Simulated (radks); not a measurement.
Values are calculated unless marked as measured or tabulated.
Valence configurations of Pd I (all share [Kr]). Level of theory: scalar-relativistic Kohn-Sham, LDA (Slater exchange, Perdew-Wang correlation), spin-polarised, spherical densities, finite nucleus; open shells are filled with parallel spins first (spin-orbit coupling, left out, can overturn this in heavy ions); Fermi nuclear charge, rms radius 4.5318 fm (a radial shooting solver on a logarithmic mesh with Libxc functionals). Order these by energy: 4d9 5p1; 4d8 5p2; 4d7 5s2 5p1; 4d6 5s2 5p2; 4d8 5s2; 4d9 5s1; 4d9.5 5s0.5; 4d8.5 5s1.5; 4d9 5s0.5 5p0.5; 4d10.

Answer. From the lowest, in eV above it: 4d10 0.000; 4d9.5 5s0.5 0.427; 4d9 5s1 1.041; 4d8.5 5s1.5 2.339; 4d9 5s0.5 5p0.5 2.995; 4d8 5s2 3.988; 4d9 5p1 5.004; 4d8 5p2 12.396; 4d7 5s2 5p1 13.020; 4d6 5s2 5p2 24.759. NIST lists [Kr] 4d10 as the ground configuration; this level of theory agrees among the configurations tried. The energies are those of spherical high-spin densities, not of single terms.
